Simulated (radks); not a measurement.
Task: Species: Cl XI. Configuration: [He] 2s2 2p3. Method: non-relativistic Kohn-Sham, PBE, spin-polarised, spherical densities, point nucleus; open shells are filled with parallel spins first; computed with a radial shooting solver on a logarithmic mesh with Libxc functionals. Some entries of the table are withheld. Estimate them.

orbital,occ.,eigenvalue (hartree),r(max) (bohr),<r> (bohr)
1s up,1,-114.2151,0.05989,0.09124
1s down,1,-113.8976,0.05981,0.09100
2s up,1,(1),(2),0.4104
2s down,1,(3),(4),0.4155
2p up,3,-18.41203,0.2806,(5)
2p down,0,-17.70106,0.2840,(6)

Result: 
(1) 2s up eigenvalue (hartree): -20.16275
(2) 2s up r(max) (bohr): 0.3460
(3) 2s down eigenvalue (hartree): -19.54436
(4) 2s down r(max) (bohr): 0.3487
(5) 2p up <r> (bohr): 0.3612
(6) 2p down <r> (bohr): 0.3672
